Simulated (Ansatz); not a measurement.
Frontier orbitals of C2H6Cl4O2W, SMILES `C[O][W]([Cl])([Cl])([Cl])([Cl])[O]C`.

```xyz
15

C     1.766    1.628   -1.582
O     0.466    1.155   -1.424
W    -0.623    0.109   -0.390
Cl    1.129   -1.460   -0.480
Cl    0.396    1.194    1.434
Cl   -2.350    1.626   -0.329
Cl   -1.645   -0.928   -2.170
O    -1.347   -1.001    0.872
C    -1.074   -1.749    2.014
H     1.799    2.272   -2.462
H     2.051    2.191   -0.688
H     2.441    0.776   -1.710
H    -1.994   -2.237    2.341
H    -0.312   -2.497    1.776
H    -0.701   -1.081    2.797
```

Total charge 0; spin multiplicity 1. Correlated methods include outer-core shells of W, which these sets cover unevenly. W: def2 effective core potential. The structure was optimised at the PBE0-D4/def2-TZVP level. It is one conformer, not always the lowest. Basis def2-TZVPP, Ansatz 0.2.0.

| functional | HOMO (eV) | LUMO (eV) | gap (eV) |
| --- | --- | --- | --- |
| PBE | -7.05 | -4.84 | 2.21 |
| PBE0 | -8.40 | -4.38 | 4.02 |
| r2SCANh | -7.90 | -4.74 | 3.16 |
| r2SCAN0 | -8.64 | -4.42 | 4.22 |
| BHLYP | -9.60 | -3.70 | 5.90 |
| CAM-B3LYP | -9.71 | -3.46 | 6.25 |
| ωB97M-V | -10.60 | -2.54 | 8.06 |

Against PBE, PBE0 changes HOMO and LUMO by −1.35 and +0.46 eV, ωB97M-V by −3.55 and +2.30 eV. A gap of 2.21 eV thus becomes 8.06 eV for the same molecule, so an orbital gap means little without its functional.
